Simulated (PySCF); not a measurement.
CH$_{3}$Cl, charge +1, doublet, at a GFN2-xTB geometry (a state made from the parent by changing its charge; the spin is typed, not shown lowest), with bond 2-1 at 1.5 times its length; PySCF with HF/3-21G.

Here is a job for PySCF.
```python
from pyscf import gto, scf

mol = gto.M(
    atom='''
C    -0.001316    0.045233   -1.082383
Cl    0.001826   -0.062765    1.501926
H    -0.032116    1.094163   -1.421473
H     0.908733   -0.428975   -1.486269
H    -0.881960   -0.481562   -1.486289
''',
    basis='3-21g',
    charge=1,
    spin=1,
    verbose=4,
)

mf = scf.UHF(mol)
mf.kernel()
mo_i, mo_e, stable_i, stable_e = mf.stability(internal=True, external=True, return_status=True, nroots=6, tol=1e-6)
print('internally stable:', stable_i, ' externally stable:', stable_e)
if not stable_i:
    umf = mf.copy()
    umf.scf_summary = {}
    umf.kernel(umf.make_rdm1(mo_i, mf.mo_occ))
```

Task: Predict the main parts of the log of this PySCF run.

Result: 
```
PySCF version 2.14.0

[INPUT] verbose = 4
[INPUT] num. atoms = 5
[INPUT] num. electrons = 25
[INPUT] charge = 1
[INPUT] spin (= nelec alpha-beta = 2S) = 1
[INPUT] symmetry False subgroup None
[INPUT] Mole.unit = angstrom
[INPUT] Symbol           X                Y                Z      unit          X                Y                Z       unit  Magmom
[INPUT]  1 C     -0.001316000000   0.045233000000  -1.082383000000 AA   -0.002486879580   0.085477981792  -2.045407431885 Bohr   0.0
[INPUT]  2 Cl     0.001826000000  -0.062765000000   1.501926000000 AA    0.003450639903  -0.118608660208   2.838228799364 Bohr   0.0
[INPUT]  3 H     -0.032116000000   1.094163000000  -1.421473000000 AA   -0.060690444217   2.067668405632  -2.686194663464 Bohr   0.0
[INPUT]  4 H      0.908733000000  -0.428975000000  -1.486269000000 AA    1.717256490354  -0.810645264285  -2.808641357431 Bohr   0.0
[INPUT]  5 H     -0.881960000000  -0.481562000000  -1.486289000000 AA   -1.666662852821  -0.910020291998  -2.808679151954 Bohr   0.0

nuclear repulsion = 38.9747016489946
number of shells = 18
number of NR pGTOs = 51
number of NR cGTOs = 28
basis = 3-21g
ecp = {}

******** <class 'pyscf.scf.uhf.UHF'> ********
method = UHF
initial guess = minao
damping factor = 0
level_shift factor = 0
DIIS = <class 'pyscf.scf.diis.CDIIS'>
diis_start_cycle = 1
diis_space = 8
diis_damp = 0
SCF conv_tol = 1e-09
SCF conv_tol_grad = None
SCF max_cycles = 50
direct_scf = True
direct_scf_tol = 1e-13
number electrons alpha = 13  beta = 12
Set gradient conv threshold to 3.16228e-05
init E= -495.859432822314

cycle= 1 E= -496.052817974846  delta_E= -0.193  |g|= 0.409  |ddm|= 1.17
cycle= 2 E= -496.183316641087  delta_E= -0.13  |g|= 0.337  |ddm|= 0.664
cycle= 3 E= -496.260163717528  delta_E= -0.0768  |g|= 0.0635  |ddm|= 0.301
cycle= 4 E= -496.269105217598  delta_E= -0.00894  |g|= 0.022  |ddm|= 0.121
cycle= 5 E= -496.269899316773  delta_E= -0.000794  |g|= 0.00598  |ddm|= 0.0409
cycle= 6 E= -496.270004325107  delta_E= -0.000105  |g|= 0.00315  |ddm|= 0.0164
cycle= 7 E= -496.270061260239  delta_E= -5.69e-05  |g|= 0.00201  |ddm|= 0.014
cycle= 8 E= -496.270097740701  delta_E= -3.65e-05  |g|= 0.000677  |ddm|= 0.0177
cycle= 9 E= -496.270101258249  delta_E= -3.52e-06  |g|= 0.000281  |ddm|= 0.00595
cycle= 10 E= -496.270101488646  delta_E= -2.3e-07  |g|= 0.000129  |ddm|= 0.00135
cycle= 11 E= -496.270101532241  delta_E= -4.36e-08  |g|= 4.18e-05  |ddm|= 0.00044
cycle= 12 E= -496.270101537124  delta_E= -4.88e-09  |g|= 1.43e-05  |ddm|= 0.000146
cycle= 13 E= -496.270101537751  delta_E= -6.27e-10  |g|= 6.21e-06  |ddm|= 4.14e-05
Extra cycle  E= -496.270101537846  delta_E= -9.47e-11  |g|= 4.58e-06  |ddm|= 8.48e-06
converged SCF energy = -496.270101537846  <S^2> = 0.7686588  2S+1 = 2.0185726
uhf_internal: lowest eigs of H = [-1.11291230e-08  8.24991498e-02  1.65215704e-01  2.85865681e-01
  2.94055344e-01  3.49633591e-01]
<class 'pyscf.scf.uhf.UHF'> wavefunction is stable in the internal stability analysis
uhf_real2complex: lowest eigs of H = [0.00049992 0.04299369 0.17243063 0.19779394 0.20038562 0.20622042]
<class 'pyscf.scf.uhf.UHF'> wavefunction is stable in the real -> complex stability analysis
uhf_external: lowest eigs of H = [-1.66023661e-07  4.79039408e-03  4.03092086e-02  8.66368479e-02
  1.43774667e-01  1.46884079e-01]
<class 'pyscf.scf.uhf.UHF'> wavefunction is stable in the UHF/UKS -> GHF/GKS stability analysis
internally stable: True  externally stable: True
```
